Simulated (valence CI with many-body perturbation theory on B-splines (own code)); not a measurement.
## Energy levels of Mo2+

Method: valence CI with perturbative core correlation (CI+MBPT): four valence electrons over a frozen Dirac-Fock core [Kr], a basis of 9 s, 9 p, 10 d, 8 f, 5 g, 3 h, 1 i functions for each j, with the one-electron correlation potential Σ1 (screened to all orders), the two-electron term Σ2, the three-electron term Σ3, Breit, model QED; selected single and double excitations, second order for the rest, scaled by the run's own slope (own B-spline code, finite nucleus).

Against 50 measured levels this calculation errs by 357 cm⁻¹ on average and by 1033 at most. These come from a selection out of Sugar and Musgrove, J. Phys. Chem. Ref. Data 17, 155 (1988). Levels without a partner in it may be off by more, other configurations by 1,000 to 8,000 cm⁻¹. Among the levels kept, up to 430 cm⁻¹ of a level comes from second order outside the variational space, and about a tenth of that is noise between levels of different J, which matters for small intervals. Only levels of the ground parity were solved; by the run's estimate the other parity begins above the list, which can be wrong where configurations are misplaced.

Levels 46 to 62 of 62, with energies above the lowest level, 4d4 5D_0. "Leading %" is the weight of the configuration and term that name the level; weights of strongly mixed levels are sums over their largest components and can fall short. In the jj column 3d3/2^4 stands for four electrons in 3d with j = 3/2.

| No. | Configuration | Term | J | E (eV) | Leading % | Second component | g | Leading jj |
| --- | --- | --- | --- | --- | --- | --- | --- | --- |
| 46 | 4d3 5s | 3G | 5 | 5.808 | 85 | 10 % 4d3 5s 3H | 1.182 | 4d3/2^2 4d5/2 5s (61 %) |
| 47 | 4d3 5s | 3P | 0 | 6.098 | 94 |  |  | 4d3/2^2 4d5/2 5s (61 %) |
| 48 | 4d3 5s | 3P | 1 | 6.102 | 66 | 26 % 4d3 5s 3D | 1.245 | 4d3/2 4d5/2^2 5s (48 %) |
| 49 | 4d3 5s | 3H | 4 | 6.104 | 84 | 7 % 4d3 5s 1G | 0.831 | 4d3/2^2 4d5/2 5s (54 %) |
| 50 | 4d3 5s | 3P | 2 | 6.109 | 37 | 33 % 4d4 1D | 1.244 | 4d3/2 4d5/2^2 5s (28 %) |
| 51 | 4d4 | 1D | 2 | 6.182 | 55 | 24 % 4d3 5s 3P | 1.165 | 4d3/2^2 4d5/2^2 (38 %) |
| 52 | 4d3 5s | 3H | 5 | 6.196 | 87 | 10 % 4d3 5s 3G | 1.051 | 4d3/2 4d5/2^2 5s (68 %) |
| 53 | 4d3 5s | 3H | 6 | 6.213 | 98 |  | 1.167 | 4d3/2 4d5/2^2 5s (98 %) |
| 54 | 4d3 5s | 3D | 1 | 6.306 | 55 | 26 % 4d3 5s 3P | 0.864 | 4d3/2 4d5/2^2 5s (35 %) |
| 55 | 4d3 5s | 3D | 3 | 6.442 | 96 |  | 1.333 | 4d3/2 4d5/2^2 5s (54 %) |
| 56 | 4d3 5s | 3D | 2 | 6.445 | 67 | 28 % 4d3 5s 3P | 1.266 | 4d5/2^3 5s (47 %) |
| 57 | 4d3 5s | 1G | 4 | 6.535 | 79 | 7 % 4d3 5s 3H | 0.990 | 4d5/2^3 5s (42 %) |
| 58 | 4d3 5s | 3P | 1 | 6.619 | 57 | 24 % 4d3 5s 1P | 1.255 | 4d3/2^2 4d5/2 5s (54 %) |
| 59 | 4d3 5s | 3P | 0 | 6.694 | 90 | 6 % 4d4 3P |  | 4d3/2 4d5/2^2 5s (58 %) |
| 60 | 4d3 5s | 1H | 5 | 6.755 | 96 |  | 1.002 | 4d3/2 4d5/2^2 5s (77 %) |
| 61 | 4d3 5s | 3P | 2 | 6.793 | 89 | 5 % 4d4 3P | 1.488 | 4d3/2 4d5/2^2 5s (48 %) |
| 62 | 4d3 5s | 1P | 1 | 6.928 | 59 | 31 % 4d3 5s 3P | 1.157 | 4d5/2^3 5s (61 %) |

Names give the largest LS component (configuration and term), which can be under half, so a name can repeat, a term be missing and a line seem to break the LS rules; names also repeat where a configuration has a term twice.

Where two levels of one J and parity lie close, their mixing, g and order are uncertain.
